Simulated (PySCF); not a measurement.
In(Br)(Me)(OH) (CH4BrInO), SMILES [CH3][In]([OH])[Br].

Geometry: r2SCAN-D4/def2-SVP. The structure was generated by enumeration; whether it is a known compound was not checked. The def2 effective core potentials stand for the cores of In; spin–orbit coupling is left out. One conformer was computed; it need not be the lowest.

Two levels are set side by side: PBE/def2-TZVP (PySCF) and M06-2X/def2-TZVP (PySCF). Same geometry, gas phase. Differences are taken from unrounded values.

| quantity | M06-2X |
|---|---|
| orbital gap (eV) | 8.48 |
| highest occupied level (eV) | -9.25 |
| lowest empty level (eV) | -0.77 |
| dipole moment (D) | 2.25 |
| mean polarisability (bohr³) | 70.9 |

Problem. What does PBE give, and how far is it from M06-2X? (An estimate is asked for; the answer gives what the named calculation found.)

Solution. 
| quantity | PBE | PBE minus M06-2X |
|---|---|---|
| orbital gap (eV) | 4.36 | -4.12 |
| highest occupied level (eV) | -6.71 | 2.54 |
| lowest empty level (eV) | -2.35 | -1.58 |
| dipole moment (D) | 2.20 | -0.05 |
| mean polarisability (bohr³) | 76.0 | 5.1 |

PBE's occupied levels lie high since its potential decays too fast outside the molecule; exact exchange lowers them and widens the gap. PBE's more diffuse valence density responds more strongly to a field. Differences between two approximate levels are no errors against the true value.

Rough cost on one machine, each run with all the roots and properties that it gave: M06-2X against PBE about 3 times.
